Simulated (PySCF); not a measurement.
# Nonlinear optical response: `C1(F)=CC=[O+]C=C1`, [C5H4FO]+, charge +1

Geometry (Å), atoms numbered from 1 in this order:
```xyz
11

F    -1.0975    2.2039    0.0073
C    -0.5177    1.0403    0.0020
C    -1.2898   -0.1303    0.0138
C    -0.6144   -1.3273    0.0065
O     0.6942   -1.3920   -0.0091
C     1.4306   -0.3083   -0.0189
C     0.8817    0.9518   -0.0152
H    -2.3688   -0.0850    0.0284
H    -1.1068   -2.2939    0.0133
H     2.4987   -0.4971   -0.0296
H     1.4954    1.8406   -0.0245
```

Total charge +1.

Level of theory: quadratic response wB97X-D/def2-SVPD first hyperpolarisability, Taylor convention, gas phase (PySCF 2.14.0). Geometry: GFN2-xTB.

Problem. Give β for the processes computed.

Solution. In 10⁻³⁰ esu, Taylor convention; the vector part is βᵢ = ⅓ Σⱼ (βᵢⱼⱼ + βⱼᵢⱼ + βⱼⱼᵢ):
```csv
process,λ (nm),β vector norm,β HRS,depolarisation ratio
"static β(0;0,0)",∞,0.65,0.36,2.69
"second harmonic β(−2ω;ω,ω)",1064,0.71,0.41,2.56
"Pockels β(−ω;ω,0)",1064,0.67,–,–
"second harmonic β(−2ω;ω,ω)",800,0.75,0.46,2.44
"Pockels β(−ω;ω,0)",800,0.68,–,–
```

Problem. Which lowest excitations and polarisabilities go with it?

Solution. S1 5.59 eV (f = 0.126); S2 6.30 eV (f = 0.040); S3 6.94 eV (f = 0.000); isotropic α 53.3 au static, 53.9 au at 1064 nm, 54.3 au at 800 nm, 55.8 au at 532 nm, 58.1 au at 400 nm.
